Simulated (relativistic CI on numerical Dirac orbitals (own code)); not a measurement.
Computed by Dirac-Coulomb-Breit CI, separate exchange-only KLI orbitals for each configuration, a model potential for QED, unscaled Slater integrals (own radial code, finite nucleus).

The strongest absorption lines from the ground level of an ion, among the configurations computed and to levels below about 560 eV (vacuum wavelength in Å, gf): 22.143 (0.28), 22.308 (0.29), 22.316 (0.64), 22.337 (0.54), 54.230 (0.52), 57.318 (1.9), 58.954 (1.1), 60.463 (0.9).

Question: Which ion is it?
A. Sb²⁶⁺
B. In²²⁺
C. In²⁴⁺
D. In²⁶⁺

Answer: C. In²⁴⁺ has 25 electrons and the ground level 3s²3p⁶3d⁷ ⁴F9/2; the strongest line goes to 3s²3p⁵3d⁸ ⁴D°7/2. The pattern of lines fixes the number of electrons, and along that sequence the line energies rise steadily with the charge (about as its square where n changes within one kind of shell, about linearly where n is kept but much faster in heavy ions where fine structure, which grows about as Z⁴, sets the gap, and irregularly where shells cross), which fixes Z. Configurations outside the model, such as inner-shell arrays, can give stronger lines. At this charge energies of transitions that change n are usually good to better than 1 %, and those within a shell (Δn = 0) to a few per cent. Terms inside the open d or f shell come out 10 to 20 % too wide with unscaled integrals.

LS names give the leading component of a level, which can be under half, so a name can repeat, a term be missing and a line seem to break the LS rules.
